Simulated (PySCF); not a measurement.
A side-by-side comparison of computed properties.

First species: C4H9ClSi.
SMILES: `C1CC1C[SiH2]Cl`

Second species: C₄H₇N₃Si.
SMILES: `C=CC1=NNN=C1[SiH3]`

Levels: PBE0/def2-SVPD for dipole moment, HOMO energy, LUMO energy, HOMO–LUMO gap, static isotropic polarisability and electronic spatial extent ⟨r²⟩ about the centre of nuclear charge; TDDFT PBE0/def2-SVPD for lowest singlet excitation; TDA PBE0/def2-SVPD for lowest triplet excitation (Tamm–Dancoff); GFN2-xTB for rotational constant A and rotational constant C. Geometries: GFN2-xTB. Each species is one conformer at its optimised geometry, gas phase, non-relativistic unless stated. Electronic properties by PySCF.

The conformers computed, where there is a choice (atom-mapped SMILES and torsion angles):
- `[Cl:1][SiH2:2][CH2:3][CH:4]1[CH2:5][CH2:6]1`: Cl1–Si2–C3–C4 62°, Si2–C3–C4–C5 82°
- `[CH2:1]=[CH:2][c:3]1[n:4][nH:5][n:6][c:7]1[SiH3:8]`: C1–C2–C3–N4 -1°

Values for the first species:

```
Dipole moment                                                     : 1.64 D
HOMO energy                                                       : -7.76 eV
LUMO energy                                                       : 0.31 eV
HOMO–LUMO gap                                                     : 8.07 eV
Lowest singlet excitation                                         : 6.90 eV
Lowest triplet excitation (Tamm–Dancoff)                          : 6.67 eV
Static isotropic polarisability                                   : 84.4 au
Electronic spatial extent ⟨r²⟩ about the centre of nuclear charge : 1172 bohr²
Rotational constant A                                             : 4.898 GHz
Rotational constant C                                             : 1.023 GHz
```

**Question.** Estimate the same properties for the second species, and the change in each.

**Answer.** 
| property | first | second | second less first |
| --- | --- | --- | --- |
| dipole moment | 1.64 D | 0.36 D | -1.28 D |
| HOMO energy | -7.76 eV | -7.02 eV | +0.74 eV |
| LUMO energy | 0.31 eV | -1.11 eV | -1.42 eV |
| HOMO–LUMO gap | 8.07 eV | 5.91 eV | -2.16 eV |
| lowest singlet excitation | 6.90 eV | 5.35 eV | -1.55 eV |
| lowest triplet excitation (Tamm–Dancoff) | 6.67 eV | 3.38 eV | -3.29 eV |
| static isotropic polarisability | 84.4 au | 95.7 au | +11.3 au |
| electronic spatial extent ⟨r²⟩ about the centre of nuclear charge | 1172 bohr² | 1210 bohr² | +38 bohr² |
| rotational constant A | 4.898 GHz | 2.390 GHz | -2.508 GHz |
| rotational constant C | 1.023 GHz | 0.940 GHz | -0.083 GHz |

On the first: The vertical singlet–triplet gap S1 − T1 is 0.23 eV (TDDFT singlet less Tamm–Dancoff triplet; S1: HOMO→LUMO, weight 0.96; T1: HOMO→LUMO, weight 0.92). The 8 singlets span 6.90 to 8.03 eV, and their oscillator strengths add up to 0.12.

On the second: S1 lies 0.56 eV below the HOMO–LUMO gap; its leading configuration is HOMO→LUMO, weight 0.92. The dipole matches unit charges of opposite sign 0.08 Å apart (1 e·Å = 4.8032 D).
